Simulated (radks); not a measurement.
Species: F+. Configuration: [He] 2s2 2p3 4s1 (not the ground configuration). All-electron calculation, scalar-relativistic Kohn-Sham, BLYP, spin-unpolarised, spherical densities, point nucleus. Program: a radial shooting solver on a logarithmic mesh with Libxc functionals. Some entries of the table are withheld. Estimate them.

orbital  occ.  eigenvalue (eV)  r(max) (bohr)
1s          2        -706.1681         0.1143
2s          2         -63.0408         0.7347
2p          3         -44.2178         0.6495
4s          1              (1)            (2)

Answer. 
(1) 4s eigenvalue (eV): -4.7197
(2) 4s r(max) (bohr): 6.520
